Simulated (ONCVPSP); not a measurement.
tin (Sn): excitation energies, all-electron against ONCV

```
Element                 : tin (Sn)
Generator               : ONCVPSP 4.0.1
Type                    : optimised norm-conserving Vanderbilt (ONCV)
Functional              : PBE
Relativity              : scalar-relativistic
Frozen core             : [Kr] 4d10
Valence charge          : 4
Reference configuration : 5s2 5p1 (charge +1)
Partial waves           : 5s: rc 1.70 bohr, ncon 4, nbas 7, qcut 3.1 1/bohr, local; 5p: rc 2.25 bohr, ncon 4, nbas 7, qcut 4.4 1/bohr, 2 projectors, debl 1.7 Ha; d scattering state at 0.46 Ha: rc 2.15 bohr, ncon 4, nbas 9, qcut 4.7 1/bohr, 2 projectors, debl 1.5 Ha
Local potential         : the s channel
Core correction         : none
```

Energies are relative to the spin-unpolarised reference configuration 5s2 5p1; without spin polarisation the order of configurations can differ from experiment.

| valence configuration | charge | ΔE all-electron (eV) | error AE − PS (meV) |
| --- | --- | --- | --- |
| 5s2 5p0 | +2 | 13.953 | +24 |
| 5s1 5p0 | +3 | 44.925 | +181 |
| 5s1 5p2 | +1 | 7.649 | +21 |

Question: What are ΔE and the potential's error for 5s2 5p2?

Answer: ΔE = -6.875 eV all-electron; the error (AE − PS) is +8.7 meV.

Levels in the configuration 5s1 5p2:

| level | all-electron (eV) | pseudo (eV) |
| --- | --- | --- |
| 5s | -18.702 | -18.668 |
| 5p | -10.961 | -10.973 |
